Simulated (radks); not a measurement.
Results of a calculation; reference values are marked as such.
Valence configurations of Zn III (all share [Ar]). Level of theory: Dirac Kohn-Sham, PBE, spin-unpolarised, spherical densities, point nucleus; open shells fill j = l - 1/2 first (a radial shooting solver on a logarithmic mesh with Libxc functionals). Energies are relative to 3d10; eigenvalues in eV.

\begin{tabular}{lrrrrr}
valence & E (eV) & e(3d3/2) & e(3d5/2) & e(4p1/2) & e(4s1/2) \\ \hline
3d10 & 0.000 & -31.072 & -30.709 & - & - \\
3d9 4s1 & 9.969 & -38.152 & -37.762 & - & -25.352 \\
3d8.5 4s1 4p0.5 & 20.890 & -42.777 & -42.372 & -18.838 & -26.978 \\
3d9.5 4p0.5 & 8.145 & -35.256 & -34.878 & -17.114 & - \\
3d8 4s2 & 25.089 & -46.130 & -45.711 & - & -27.746 \\
3d8 4p2 & 42.086 & -48.956 & -48.534 & -20.747 & - \\
3d9 4p1 & 17.805 & -39.646 & -39.254 & -18.346 & - \\
3d7 4s2 4p1 & 55.220 & -56.260 & -55.809 & -21.784 & -30.893 \\
\end{tabular}

NIST lists [Ar] 3d10 as the ground configuration; this level of theory agrees among the configurations tried. The energies are those of spherical spin-averaged densities, not of single terms.
